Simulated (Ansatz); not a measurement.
Gas-phase electronic energies from Ansatz, PBE0-D4/def2-TZVP geometries. CCSD(T)/CBS adds triple-zeta CCSD(T) − MP2 to the extrapolated MP2 energy (def2 sets, frozen cores). Functionals use def2-TZVPP. One conformer a species, not always the lowest.

Reaction (cleavage of the Si–Al bond): `C[CH2][AlH][AlH][SiH3]` + `OB(O)[SiH3]` → `OB([SiH3])O[SiH3]` + `C[CH2][AlH][AlH2]`

```
             level  ΔE (kJ/mol)
            PBE-D4        -61.4
           ωB97X-V        -88.0
SCS-MP2/def2-TZVPP        -99.2
   CCSD/def2-TZVPP        -89.3
     HF/def2-QZVPP       -112.5
    MP2/def2-QZVPP        -96.4
SCS-MP2/def2-QZVPP       -100.5
      HF/CBS(def2)       -112.8
```

(1) What does CCSD(T)/CBS give? (Estimate.)

Largest T1 diagnostic among the species: 0.014.

Results:

(1) The calculation gave: -87.6 kJ/mol. The listed levels differ from it by 26.2, -0.4, -11.6, -1.7, -24.9, -8.8, -12.9, -25.2 kJ/mol.

In def2-TZVPP, CCSD(T) changes the Hartree–Fock value by +24.0 kJ/mol (the triples alone add +3.0 kJ/mol) and MP2 by +15.4 kJ/mol. The D4 term adds −4.9 kJ/mol with B3LYP and −2.5 kJ/mol with PBE0; it sums over pairs of atoms, weighted by their polarisabilities, and B3LYP, whose exchange is more repulsive, gets the larger term.

B3LYP here is the variant with VWN-RPA as its local correlation; programs differ in this.
